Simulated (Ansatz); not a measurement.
Gas-phase electronic energies from Ansatz, PBE0-D4/def2-TZVP geometries. CBS: MP2 limit from def2 TZ/QZ plus the TZ coupled-cluster correction, frozen cores. This one scheme is used for every species. DFT in def2-TZVPP. B3LYP here is the variant with VWN-RPA as its local correlation; programs differ in this. For Ga outer-core shells are correlated without core-valence functions, which leaves a few kJ/mol of doubt a bond. Scalar relativity is left out up to krypton. Each species was taken in one conformer, which may not be the lowest.

`C=[CH][Ga]([NH2])[SiH3]` + H₂ → `[NH2][GaH][SiH3]` + ethylene  (hydrogenolysis of a Ga–C bond)

Task: Is it downhill or uphill in electronic energy at CCSD(T)/CBS, and by how much? (An estimate is asked.)

Result: Ansatz gave: Downhill: ΔE = -0.19 eV.

Task: What do these levels give: r2SCAN-D4, PBE0-D4, ωB97X-V, B2PLYP, B3LYP, HF/def2-TZVPP, MP2/def2-TZVPP, SCS-MP2/def2-TZVPP, CCSD/def2-TZVPP, HF/def2-QZVPP, MP2/def2-QZVPP, HF/CBS(def2)? (Estimate.)

Result: Computed: r2SCAN-D4 -0.22, PBE0-D4 -0.25, ωB97X-V -0.27, B2PLYP -0.28, B3LYP -0.37, HF/def2-TZVPP -0.49, MP2/def2-TZVPP -0.12, SCS-MP2/def2-TZVPP -0.19, CCSD/def2-TZVPP -0.26, HF/def2-QZVPP -0.50, MP2/def2-QZVPP -0.11, HF/CBS(def2) -0.50 eV.

Largest T1 diagnostic among the species: 0.015.

The D4 term adds +0.12 eV with B3LYP and +0.07 eV with PBE0; it sums over pairs of atoms, weighted by their polarisabilities, and B3LYP, whose exchange is more repulsive, gets the larger term. From PBE to PBE0 (25 % exact exchange), in def2-TZVPP and without D4, ΔE moves by −0.03 eV.
